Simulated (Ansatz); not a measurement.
CH$_{2}$F$_{2}$, charge +1, doublet, geometry from GFN2-xTB (a state made from the parent by changing its charge; the spin is typed, not shown lowest); CCSD/pcseg-1 run with Ansatz (a first-principles code).

Input for Ansatz:
Ansatz 0.2 input:
```yaml
crystal:
  periodic: [false, false, false]
  atoms:
    - {symbol: F, position_ang: [-1.07551627, -0.28900724, -0.02479725]}
    - {symbol: C, position_ang: [-0.00385664, 0.44566374, 0.05107919]}
    - {symbol: F, position_ang: [1.08034257, -0.26870898, -0.03912469]}
    - {symbol: H, position_ang: [-0.00338754, 1.07247148, 1.00968852]}
    - {symbol: H, position_ang: [-0.01690937, 1.27299208, -0.74086619]}
basis:
  gaussian:
    orbitals: pcseg-1.json
total_charge: 1
magnetization: {spin_polarized: true, initial_magnetization: 1}
correlation: {method: ccsd, diis_vectors: 4}
```
The basis file holds pcseg-1 in the JSON format of the Basis Set Exchange.

Question: What does Ansatz print? Leave out banner, timings and long lists.

Answer: 
```
Functional definition: HF
516 factors; integrals over basis functions are off by at most 8.6e-4 eV
mean field evaluation 1: about -6454.1883 eV, gradient 3.7e1 eV
mean field evaluation 2: about -6454.2788 eV, gradient 3.6e1 eV
mean field evaluation 4: about -6458.8191 eV, gradient 2.3e0 eV
mean field evaluation 8: about -6458.8816 eV, gradient 2.8e-1 eV
mean field evaluation 16: about -6458.8829 eV, gradient 1.5e-6 eV
mean field evaluation 32: about -6456.4612 eV, gradient 1.7e0 eV
mean field evaluation 64: about -6456.2360 eV, gradient 7.7e-1 eV
mean field evaluation 96: about -6454.8685 eV, gradient 2.0e0 eV
mean field evaluation 128: about -6456.2534 eV, gradient 1.3e-4 eV
mean field evaluation 160: about -6456.2534 eV, gradient 1.4e-3 eV
mean field evaluation 192: about -6455.9476 eV, gradient 1.2e-3 eV
mean field -6458.88292490 eV, -237.3595695018 hartree, gradient 1.6e-6 eV, S^2 0.765369; 4 other end points of the search recorded, 0 dependent functions left out
determinant -6458.88292490 eV, -237.3595695018 hartree, with singles and doubles -6472.94092187 eV, -237.8761913616 hartree
determinant -6456.25336305 eV, -237.2629348865 hartree, with singles and doubles -6470.06008002 eV, -237.7703223763 hartree
determinant -6455.94759634 eV, -237.2516981670 hartree, with singles and doubles -6470.04536092 eV, -237.7697814595 hartree
3 core orbitals not correlated
reference -6458.88292490 eV, -237.3595695018 hartree; 10, 9 occupied and 39, 40 virtual orbitals, 516 factors
second order -13.82407429 eV of doubles, -0.00000000 eV of singles
cycle   1  -14.05868548 eV  change   -6.9e-4 eV  update   1.2e-3
cycle   2  -14.05912589 eV  change   -4.4e-4 eV  update   6.4e-4
cycle   3  -14.05894847 eV  change    1.8e-4 eV  update   4.1e-4
cycle   4  -14.05902446 eV  change   -7.6e-5 eV  update   1.2e-4
cycle   5  -14.05926516 eV  change   -2.4e-4 eV  update   3.1e-5
cycle   6  -14.05929983 eV  change   -3.5e-5 eV  update   1.3e-5
cycle   7  -14.05932140 eV  change   -2.2e-5 eV  update   4.3e-6
Total energy: -6472.94224629 eV, -237.8762400334 hartree
```
